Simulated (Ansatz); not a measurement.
`C=[N][Al]1[CH2]C[O]1` and `C[O][Al]1[CH2]C[O]1` differ in one atom or group.

Ansatz, PBE0-D4/def2-TZVP geometries, multiplicity 1. Each molecule was computed in one conformer, which needn't be the lowest.

```csv
property,`C=[N][Al]1[CH2]C[O]1`
LUMO energy (PBE0/def2-TZVPP) / eV,-1.34
LUMO energy (B3LYP/def2-TZVPP) / eV,-1.59
LUMO energy (ωB97M-V/def2-TZVPP) / eV,0.84
HOMO–LUMO gap (PBE/def2-TZVPP) / eV,3.04
size of the dipole moment (ωB97M-V/def2-TZVPP) / D,2.70
HOMO energy (PBE/def2-TZVPP) / eV,-5.49
```

Problem. Give the same properties after the change, and the shifts. (Best estimate.)

Solution. Computed: 
```json
{"property": "LUMO energy (PBE0/def2-TZVPP) / eV", "`C[O][Al]1[CH2]C[O]1`": "-0.17", "shift": "1.17"}
{"property": "LUMO energy (B3LYP/def2-TZVPP) / eV", "`C[O][Al]1[CH2]C[O]1`": "-0.45", "shift": "1.14"}
{"property": "LUMO energy (ωB97M-V/def2-TZVPP) / eV", "`C[O][Al]1[CH2]C[O]1`": "1.35", "shift": "0.51"}
{"property": "HOMO–LUMO gap (PBE/def2-TZVPP) / eV", "`C[O][Al]1[CH2]C[O]1`": "5.13", "shift": "2.09"}
{"property": "size of the dipole moment (ωB97M-V/def2-TZVPP) / D", "`C[O][Al]1[CH2]C[O]1`": "1.40", "shift": "-1.30"}
{"property": "HOMO energy (PBE/def2-TZVPP) / eV", "`C[O][Al]1[CH2]C[O]1`": "-6.14", "shift": "-0.65"}
```

With PBE0 the HOMO falls by 0.81 eV and the LUMO rises by 1.17 eV, so the gap widens by about 1.98 eV. PBE moves the HOMO by -0.65 eV and ωB97M-V by -0.92 eV. Dipoles are sizes alone; their direction can turn.

Positive LUMOs are unbound, so they and the gaps depend on the basis.

B3LYP here is the variant with VWN-RPA as its local correlation; programs differ in this.
